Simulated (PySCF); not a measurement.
## Predicted spectroscopic data

A single conformation, rapidly exchanging positions averaged, in vacuum, non-relativistic Hamiltonian. B3LYP/pcJ-1 coupling constants (spin–dipole term left out of most H,H and C,H couplings); geometry: GFN2-xTB; NMR shieldings at PBE0/pcSseg-1/GIAO; PySCF 2.14.

References, each an isolated molecule treated in the same way: ¹H (31.72 ppm) and ¹³C (186.93 ppm) vs TMS. Multiplet labels drop J under 1 Hz and among equivalent protons, and merge close values. Unscaled 3J(H,H) run several per cent high. Splittings of carbon signals by F and P are missing where no couplings were computed. Where no couplings were computed, multiplicities follow the n + 1 count of equivalent neighbours, and m marks all less simple cases (inequivalent or close neighbours, rings, F or P nearby). Shifts are as computed. Against solution values, carbons near 30 ppm lie about +3 ppm off and those near 130 ppm about +5 ppm. Of 1211 compounds with measured shifts, 218 miss one by over three times the rms of a fit or turn the order of signals round; such compounds aren't used in these exercises. OH and NH positions are gas-phase values without hydrogen bonding to other molecules.

**1.** `OC1CC1`, C3H6O. ¹H NMR (600 MHz, computed): δ 3.37 (tt, J = 7.4, 3.6 Hz, 1H), 0.49 (m, 2H), 0.15 (m, 2H), -0.91 (br s, 1H). ¹³C{¹H} NMR (computed): δ 50.9 (CH), 8.1 (CH2).

**2.** `O=CC1CCCCC1`, C7H12O. ¹H NMR (600 MHz, computed): δ 10.07 (d, 1H), 2.35 (m, 2H), 2.19 (m, 1H), 1.71 (m, 1H), 1.56 (m, 2H), 1.42 (m, 2H), 1.26 (m, 2H), 1.16 (m, 1H). ¹³C{¹H} NMR (computed): δ 211.1, 51.2, 30.4, 29.0, 26.9.

**3.** SMILES FC1=C(C)C=PC=C1[SiH3], C6H8FPSi. ¹H NMR (600 MHz, computed): δ 9.29 (m, 1H), 9.15 (m, 1H), 4.65 (s, 3H), 2.65 (s, 3H). ¹³C{¹H} NMR (computed): δ 176.4, 173.1, 170.0, 136.2, 131.6, 22.6.
